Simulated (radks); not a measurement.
Values are calculated unless marked as measured or tabulated.
Ionisation of neutral chromium, [Ar] 3d5 4s1, to Cr+, [Ar] 3d5, under several functionals. Scalar-relativistic Kohn-Sham, spin-polarised, spherical densities, point nucleus; open shells are filled with parallel spins first; a radial shooting solver on a logarithmic mesh with Libxc functionals. The NIST Atomic Spectra Database gives 6.767 eV (measured). Rank these functionals by the error of their Delta-SCF ionisation energy: PW91; PBEsol; LDA (Slater exchange, Perdew-Wang correlation); revPBE; LDA (Slater exchange, VWN5 correlation); exchange-only B88; Wu-Cohen GGA; exchange-only PBE; LDA (Slater exchange, Perdew-Zunger correlation); AM05.

Answer. From best to worst: exchange-only PBE 7.223 eV (+0.457); exchange-only B88 7.225 eV (+0.458); revPBE 7.313 eV (+0.546); AM05 7.390 eV (+0.623); PBEsol 7.392 eV (+0.626); Wu-Cohen GGA 7.437 eV (+0.671); PW91 7.458 eV (+0.692); LDA (Slater exchange, VWN5 correlation) 7.598 eV (+0.832); LDA (Slater exchange, Perdew-Wang correlation) 7.598 eV (+0.832); LDA (Slater exchange, Perdew-Zunger correlation) 7.601 eV (+0.835). Open shells are spherical and high-spin; term and fine-structure splittings are not resolved.
